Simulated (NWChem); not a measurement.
# iodine (I2); SMILES II

```xyz
2

I      0.0000     0.0000     1.3278
I      0.0000     0.0000    -1.3278
```
Atoms are numbered in this order, from 1.

Geometry: optimised at PBE0-D3(BJ)/def2-TZVP. def2 effective core potentials on I; no spin-orbit coupling.

Q: List the 6 lowest vertical singlet excitations from Hartree-Fock/def2-SVP with def2 effective core potentials on I, TDHF (NWChem).

A: 
```json
[
 {"state": "S1", "energy (eV)": "2.71", "oscillator strength": "0.001", "leading excitation (squared amplitude)": "HOMO−1 → LUMO (1.00)"},
 {"state": "S2", "energy (eV)": "2.71", "oscillator strength": "0.001", "leading excitation (squared amplitude)": "HOMO → LUMO (1.00)"},
 {"state": "S3", "energy (eV)": "4.78", "oscillator strength": "0.000", "leading excitation (squared amplitude)": "HOMO−2 → LUMO (0.72)"},
 {"state": "S4", "energy (eV)": "4.78", "oscillator strength": "0.000", "leading excitation (squared amplitude)": "HOMO−3 → LUMO (0.72)"},
 {"state": "S5", "energy (eV)": "7.42", "oscillator strength": "1.352", "leading excitation (squared amplitude)": "HOMO−4 → LUMO (0.97)"},
 {"state": "S6", "energy (eV)": "13.37", "oscillator strength": "0.000", "leading excitation (squared amplitude)": "HOMO−1 → LUMO+1 (0.92)"}
]
```
